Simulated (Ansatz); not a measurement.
`Br[SiH]1BC1` + H₂O → `O[SiH]1BC1` + HBr at 600 K and 1 bar (formal hydrolysis of the Si–Br bond).

Computed with Ansatz on PBE0-D4/def2-TZVP structures; ΔE is electronic, products minus reactants. CCSD(T)/CBS adds triple-zeta CCSD(T) − MP2 to the extrapolated MP2 energy (def2 sets, frozen cores). This one scheme is used for every species. For Br outer-core shells are correlated without core-valence functions, which leaves a few kJ/mol of doubt a bond. Scalar relativity is left out up to krypton. One conformer a species, not always the lowest.

```tsv
species	CCSD(T)/CBS energy (Eh)	H − E (kJ/mol)	S (J/(mol·K))
`Br[SiH]1BC1`	-2927.63016	175.5	397.8
H₂O	-76.37941	76.8	212.8
`O[SiH]1BC1`	-430.08182	212.0	385.1
HBr	-2573.91920	33.5	219.1
```

H − E and S are ideal-gas, rigid-rotor, harmonic terms from PBE0-D4/def2-TZVP, for one conformer and one mirror image of each species. 1 Eh = 2625.50 kJ/mol, R = 8.31446 J/(mol·K).

By hand: ΔE, ΔH, ΔS and ΔG.

ΔE = (-430.08182) + (-2573.91920) − (-2927.63016) − (-76.37941) = 0.00855 Eh = 22.4 kJ/mol. Δ(H − E) = 212.0 + 33.5 − 175.5 − 76.8 = -6.8, so ΔH = 15.6 kJ/mol. ΔS = 385.1 + 219.1 − 397.8 − 212.8 = -6.4 J/(mol·K). ΔG = 15.6 − 600 × (-6.4)/1000 = 19.4 kJ/mol.

By hand: the equilibrium constant, and the temperature at which ΔG would vanish if ΔH and ΔS stayed fixed.

log₁₀ K = −ΔG/(RT ln 10) = -1.7. ΔH and −TΔS have one sign here, so there is no such temperature.

The number of gas molecules stays the same, so ΔS is small and ΔH decides. A doubt of 5 kJ/mol in ΔE shifts log₁₀ K by 0.4 here. Other conformers and mirror images would add mixing entropy, several J/(mol·K) or more a flexible species. These are equilibria of isolated gas molecules and say nothing of rates. Largest T1 diagnostic: 0.014 (customary marks: 0.02 for closed shells, 0.045 for open ones).

ΔS is within the doubt of such terms, so its sign, and with it that verdict, could turn.
